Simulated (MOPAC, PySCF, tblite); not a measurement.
System: Cl₂Sn, singlet: symmetric bend, bond length relaxed. Scanned: Cl-Sn-Cl angle. Other coordinates (Sn-Cl bond length) were minimised at PBE0/def2-TZVP.

Cartesian coordinates as functions of the variables (Å; names that start with a are angles):
```
Sn  0  0  0
Cl  r*sin(a/2)  0  r*cos(a/2)
Cl  -r*sin(a/2)  0  r*cos(a/2)
```

Levels of theory: RKS-B3LYP/3-21G = restricted B3LYP/3-21G run with PySCF 2.14.0; PM6, restricted, heats of formation (MOPAC); AM1, restricted, heats of formation (MOPAC); RHF/LANL2DZ = restricted Hartree-Fock/LANL2DZ, with its core potentials past Ne run with PySCF; GFN2-xTB, 300 K electronic temperature (tblite); CCSD(T) on RHF/def2-TZVP, 14 core orbitals frozen, def2 effective core potentials past Kr (PySCF).

Energies in kJ/mol, each method relative to its own lowest point.

| a / ° | RKS-B3LYP/3-21G | PM6 | AM1 | RHF/LANL2DZ | GFN2-xTB | CCSD(T) |
|---|---|---|---|---|---|---|
| 180 | 100.2 | 155.0 | 96.2 | 143.5 | 85.4 | 139.1 |
| 170 | 96.0 | 146.6 | 91.4 | 138.1 | 83.4 | 133.5 |
| 160 | 84.5 | 125.1 | 78.2 | 123.1 | 77.1 | 118.0 |
| 150 | 68.1 | 97.5 | 60.7 | 100.8 | 65.8 | 95.7 |
| 140 | 49.2 | 69.0 | 42.5 | 74.7 | 50.4 | 70.3 |
| 130 | 30.8 | 43.0 | 26.0 | 48.4 | 33.2 | 45.2 |
| 120 | 14.9 | 21.7 | 12.7 | 25.3 | 17.2 | 23.3 |
| 110 | 3.7 | 6.8 | 3.7 | 8.1 | 5.1 | 7.4 |
| 100 | 0.0 | 0.0 | 0.0 | 0.0 | 0.0 | 0.0 |
| 90 | 6.2 | 3.1 | 3.6 | 5.1 | 5.3 | 5.2 |
| 80 | 26.9 | 16.9 | 18.8 | 31.0 | 27.1 | 30.0 |
